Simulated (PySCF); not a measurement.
Ligand exchange on a metal centre used in film growth or etching (Zr F-Br). All species are isolated molecules in the gas phase.

Calculation: PBE-D3(BJ)/def2-TZVP // r2SCAN-D4/def2-SVP run with PySCF 2.14.0. 

```json
[
 {"species": "1 of 4 F replaced by Br", "LUMO (eV)": "-2.77", "mean distance from the central atom to its bonded neighbours (Å)": "___", "HOMO (eV)": "-7.96", "coordination number": "4"},
 {"species": "2 of 4 F replaced by Br", "LUMO (eV)": "-3.21", "mean distance from the central atom to its bonded neighbours (Å)": "___", "HOMO (eV)": "___", "coordination number": "4"},
 {"species": "3 of 4 F replaced by Br ([Zr(F)(Br)3])", "LUMO (eV)": "-3.44", "mean distance from the central atom to its bonded neighbours (Å)": "2.334", "HOMO (eV)": "-7.67", "coordination number": "4"}
]
```

Problem. Some entries are withheld; supply them.

Solution. 
- 1 of 4 F replaced by Br, mean distance from the central atom to its bonded neighbours (Å): 2.046
- 2 of 4 F replaced by Br, mean distance from the central atom to its bonded neighbours (Å): 2.190
- 2 of 4 F replaced by Br, HOMO (eV): -7.78
